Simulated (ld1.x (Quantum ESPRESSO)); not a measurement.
What one change does to a pseudopotential (antimony, ultrasoft)

```json
{"Element": "antimony", "Generator": "ld1.x (Quantum ESPRESSO) 7.5", "Type": "ultrasoft", "Functional": "PBE", "Relativity": "scalar-relativistic", "Frozen core": "[Ar] 3d10", "Valence charge": "23", "Reference configuration": "4s2 4p6 4d10 5s2 5p0 (charge +3)", "Partial waves": "4s (bound): rcut 1.00, rcutus 1.05 bohr; 5s (bound): rcut 1.00, rcutus 1.05 bohr; 4p (bound): rcut 1.20, rcutus 1.65 bohr; 5p (bound, empty): rcut 1.20, rcutus 1.65 bohr; 4d (bound): rcut 1.20, rcutus 1.30 bohr; 4d channel at -2.1 Ry: rcut 1.20, rcutus 1.30 bohr", "Local potential": "all-electron potential smoothed inside 1.50 bohr (lloc = -1)", "Core correction": "Bessel-smoothed model core, default radius (core density twice the valence density)", "Augmentation charge": "PSQ, inside the norm-conserving radii"}
```

Change: core correction Bessel-smoothed model core inside 1.16 bohr.

Cutoffs: the cutoffs (Ry, on a coarse ladder) from which the occupation-weighted sum of valence levels, in a spherical-Bessel basis at the reference potential, stays within 10 and 1 mRy of its value at 400 Ry; they do not see the model core or the augmentation charge, which bear on the density cutoff. Errors are all-electron minus pseudo energies relative to the spin-unpolarised reference configuration.

Task: What does the change do?

Result: The potential gets neither clearly harder nor softer (90 Ry and 160 Ry → 90 Ry and 160 Ry); of the 7 tests that both files solve, the error grows in 4 and shrinks in 2 by more than 15 % and 0.3 meV (median size 8.6 → 8.0 meV); neither file shows a bound ghost. The default core radius of the base comes out at 0.51 bohr. A wider model core is smoother and lowers the density cutoff, which this test does not measure.

| quantity | base | changed |
| --- | --- | --- |
| cutoff, loose | 90 Ry | 90 Ry |
| cutoff, tight | 160 Ry | 160 Ry |
| bound ghosts | none | none |
| error for 4s2 4p6 4d10 5s2 5p3, meV [ΔE -48.70 eV] | +14 | +17 |
| error for 4s2 4p6 4d10 5s2 5p2, meV [ΔE -40.38 eV] | +7.6 | +9.5 |
| error for 4s2 4p6 4d10 5s2 5p1, meV [ΔE -24.41 eV] | +3.4 | +4.2 |
| error for 4s2 4p6 4d10 5s0 5p5, meV [ΔE -32.27 eV] | -29 | -16 |
| error for 4s2 4p6 4d9 5s2 5p4, meV [ΔE -17.58 eV] | +8.6 | +8.0 |
| error for 4s2 4p6 4d10 5s1 5p3, meV [ΔE -31.65 eV] | -8.7 | -2.8 |
| error for 4s2 4p6 4d10 5s1 5p4, meV [ΔE -40.59 eV] | -2.3 | +4.6 |
| s: phases at 1.80 bohr within 0.05 rad from the reference energy up to (Ry; the scan ends near 5) | to the end of the scan | to the end of the scan |
| p: phases at 1.80 bohr within 0.05 rad from the reference energy up to (Ry; the scan ends near 5) | -1.0 | -1.0 |
| d: phases at 1.80 bohr within 0.05 rad from the reference energy up to (Ry; the scan ends near 5) | to the end of the scan | to the end of the scan |
| lowest overlap eigenvalue by channel | s 0.33, p 0.71, d 0.94 | s 0.33, p 0.71, d 0.94 |
